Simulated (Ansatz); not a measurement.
A structure relaxed at PBE-D4/def2-TZVPD in Ansatz, charge -1, singlet:

Cartesian coordinates in Å:
```
Co -0.9698 1.7456 0.6387
Si 0.0830 0.0552 0.1060
Si 0.8868 -1.8008 -0.7447
```

Give its formula.

the cluster CoSi₂⁻.

Summarise the bond lengths by kind (pairs closer than 1.2 times the sum of covalent radii, bridged metal pairs left out).

1 × Co–Si 2.06 Å; 1 × Si–Si 2.19 Å. The metal has 1 neighbour: Si 2.06 Å.

The restricted singlet is unstable towards broken spin symmetry in Hartree–Fock (as tested in another run); at PBE-D4/def2-TZVPD this wasn't settled. The highest occupied level of the charge -1 singlet lies above zero (up to 0.57 eV). The electron is either unbound and held by the finite basis, or the level is raised by self-interaction error. An occupied level lies above an empty one. Another isomer (triplet) lies 3.40 eV lower at PBE0-D4/def2-TZVPD; other spin states weren't run for this one.
